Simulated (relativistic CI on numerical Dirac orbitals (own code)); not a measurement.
What each ingredient does to the levels of Kr XX

Base calculation: Dirac-Coulomb-Breit CI, KLI orbitals optimised for each configuration, model QED, unscaled Slater integrals.

Configurations in the expansion (outside the closed core [Ne]): 3s²3p⁵, 3s3p⁶, 3s²3p⁴3d, 3s3p⁵3d, 3p⁶3d, 3s3p⁴3d², 3s²3p³3d4p, 3s²3p⁴4s, 3p⁶4s, 3p⁶4p, 3s²3p⁴4p, 3s3p⁴3d4s, 3s²3p³3d², 3s²3p²3d³, 3s3p³3d³, 3s²3p²3d²4s, 3s²3p²3d²4p. Double excitations out of closed p, d and f shells are left out; levels of such configurations are missing from the list, as are those of other unlisted configurations, and high levels can miss mixing partners.

Variants: (1) QED terms removed; (2) non-relativistic limit. Shifts of the energy above 3s²3p⁵ ²P°3/2, in cm⁻¹, for the lowest level and the first level of each name with at least 55 % of one term (blank where a level changes its place among those of its configuration and J or its character, or is not in the variant):

| Level | Base | Δ(1) | Δ(2) |
| --- | --- | --- | --- |
| 3s²3p⁵ ²P°3/2 | 0 | 0 | 0 |
| 3s²3p⁵ ²P°1/2 | 87287 | -183 | -87287 |
| 3s3p⁶ ²S1/2 | 564412 | +1539 | -95689 |
| 3s²3p⁴3d ⁴D5/2 | 698885 | +140 | -42846 |
| 3s²3p⁴3d ⁴D3/2 | 701121 | +154 | -45082 |
| 3s²3p⁴3d ⁴D7/2 | 706895 | +103 | -50856 |
| 3s²3p⁴3d ⁴D1/2 | 712423 | +133 | -56385 |
| 3s²3p⁴3d ⁴F9/2 | 747369 | +120 | -32833 |
| 3s²3p⁴3d ²P1/2 | 773255 | +41 | -54156 |
| 3s²3p⁴3d ⁴P1/2 | 786079 | +152 | -44181 |
| 3s²3p⁴3d ⁴F5/2 | 795193 | +47 | -80657 |
| 3s²3p⁴3d ²D5/2 | 843225 | -21 |  |
| 3s²3p⁴3d ²G7/2 | 846200 | +3 |  |
| 3s²3p⁴3d ²G9/2 | 855990 | -52 | -99371 |

At this charge energies of transitions that change n are usually good to better than 1 %, and those within a shell (Δn = 0) to a few per cent.

Ionisation energy from the two ground configurations alone: base 831.265 eV. The NIST ASD value (semi-empirical) is 831.6 eV.

LS names give the leading component of a level, which can be under half, so a name can repeat, a term be missing and a line seem to break the LS rules.
